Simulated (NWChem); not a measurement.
Molecule: C2H6OSi; SMILES CC(=O)[SiH3]

**Question.** Give the equilibrium geometry at PBE0/def2-SVP (NWChem) as an XYZ file, with the point group.

**Answer.** point group Cs; any orientation.
```
10

C     -1.0686     1.4506     0.0000
C      0.1391     0.5528     0.0000
O      1.2692     0.9851     0.0000
Si    -0.0437    -1.3844     0.0000
H     -1.6944     1.2400     0.8832
H     -1.6944     1.2400    -0.8832
H     -0.7571     2.5047     0.0000
H      0.6429    -1.9000    -1.2197
H      0.6429    -1.9000     1.2197
H     -1.4702    -1.8358     0.0000
```
